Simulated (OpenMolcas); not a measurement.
V3+ (d2) in a complex was computed by CASSCF with the d shell active (OpenMolcas, ANO-RCC-VTZP on the metal). Its lowest spin-free states, and all those of the highest spin:

```csv
2S+1,Degeneracy,E (cm-1)
3,1,0.0
3,3,8126
3,3,13545
1,2,14500
1,3,22118
1,1,23552
3,3,24897
1,3,26493
1,2,31566
1,3,33270
1,1,57068
```

**Question.** Is the site octahedral, tetrahedral or cube-like, axial, or of lower symmetry?

**Answer.** The states with 2S+1 = 3 have orbital degeneracies 1, 3, 3, 3. Threefold states need a cubic site. For d2 at this spin an octahedron puts the threefold T1 below the threefold T2 and a tetrahedron or cube puts the single A2 below the threefold T2, so the site is a tetrahedron or a cube, which this pattern cannot tell apart. The first gap at this spin, 8130 cm-1, is |10Dq| in ligand-field theory. The run had V3+ with 4 ligands (fluoride) in tetrahedral coordination (Td) at 1.82 Å. A charge of +0.25 e stands 3.2 Å behind each ligand. Ligand basis ANO-RCC-VDZP.

Without dynamic correlation the repulsion within the d shell is too large (B by tens of per cent), so at a given field states of lower spin stand too high. Ligand-to-metal charge-transfer states are missing. With no ligand orbital active B as a rule stays too high, so bands that hang on it stand too high and its fall with covalency is understated. With metal d orbitals alone and no dynamic correlation the field as a rule comes out too small, by tens of per cent, by up to half for chloride and softer ligands. No measured value stands beside these numbers; the geometry is a model, was not optimised and need not be the one that this ion takes.
